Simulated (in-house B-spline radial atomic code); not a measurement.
Checks on a self-consistent run for Zn VII (Zn6+), [Ar] 3d6. Method: Dirac-Hartree-Fock, average of configuration, Fermi nucleus of rms radius 3.9283 fm. Calculated with a radial B-spline atomic code at the basis-set limit.

```
orbital    q      ε (Eh)    <1/r>        <r²>  small-component weight
  1s1/2    2  -362.44725  30.2301  0.00340247                0.011735
  2s1/2    2   -50.13776  6.65413   0.0597066               0.0022609
  2p1/2    2   -44.52317   6.5787   0.0469803               0.0022259
  2p3/2    4   -43.63574  6.42454   0.0484646               0.0021873
  3s1/2    2   -10.19855  2.16265    0.494094              0.00052992
  3p1/2    2    -8.28694  2.04777    0.522515              0.00048703
  3p3/2    4    -8.15587   2.0144    0.534873              0.00047849
  3d3/2  2.4    -5.19153  1.78921    0.590725              0.00039055
  3d5/2  3.6    -5.17319  1.78098    0.595301              0.00038819
```

Electron-electron repulsion V_ee = 593.6416 hartree.

Problem. What total energy follows from the eigenvalues?

Solution. The eigenvalues count the repulsion twice, so E = Σqε - V_ee = -1189.437 - 593.642 = -1783.079 hartree; the run printed -1783.079.

Problem. Does the Dirac virial theorem hold?

Solution. For a point nucleus E = -2c²Σq·w, with w the small-component weight. Here Σq·w = 0.047475 and c = 137.0360, so the ratio E/(-2c²Σq·w) is 1.000010; the finite nucleus accounts for the departure from 1.

Problem. What diamagnetic shielding (Lamb formula) and susceptibility (Langevin formula) do the radii give?

Solution. σ = (α²/3)Σq<1/r> = 139.808/(3·137.036²) = 2481.7 ppm, and χ = -0.79199×10⁻⁶·Σq<r²> = -6.453×10⁻⁶ cm³/mol with Σq<r²> = 8.1476 bohr². Both are non-relativistic formulas without the paramagnetism of open shells.
